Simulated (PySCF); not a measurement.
ClH4N2STa, SMILES [NH2][Ta]([NH2])(=[S])[Cl], multiplicity 1.

Geometry optimised at B3LYP-D3(BJ)/def2-SVP. The spin state was assumed, not searched. The structure was generated by enumeration; whether it is a known compound was not checked. The def2 effective core potentials stand for the cores of Ta; spin–orbit coupling is left out. One conformer was computed; it need not be the lowest.

Two levels are set side by side: PBE/def2-TZVP (PySCF) and PBE0/def2-TZVP (PySCF). Same geometry, gas phase. Differences are taken from unrounded values.

```csv
quantity,PBE0
orbital gap (eV),5.92
highest occupied level (eV),-7.51
lowest empty level (eV),-1.59
dipole moment (D),4.58
mean polarisability (bohr³),89.0
```

### Question
What does PBE give, and how far is it from PBE0? (An estimate is asked for; the answer gives what the named calculation found.)

### Answer

```json
[
 {"quantity": "orbital gap (eV)", "PBE": "4.00", "PBE minus PBE0": "-1.92"},
 {"quantity": "highest occupied level (eV)", "PBE": "-6.35", "PBE minus PBE0": "1.16"},
 {"quantity": "lowest empty level (eV)", "PBE": "-2.35", "PBE minus PBE0": "-0.76"},
 {"quantity": "dipole moment (D)", "PBE": "4.46", "PBE minus PBE0": "-0.12"},
 {"quantity": "mean polarisability (bohr³)", "PBE": "91.9", "PBE minus PBE0": "2.9"}
]
```

PBE's occupied levels lie high since its potential decays too fast outside the molecule; exact exchange lowers them and widens the gap. PBE's more diffuse valence density responds more strongly to a field. Differences between two approximate levels are no errors against the true value.

Rough cost on one machine, each run with all the roots and properties that it gave: PBE0 against PBE within a factor of 2.
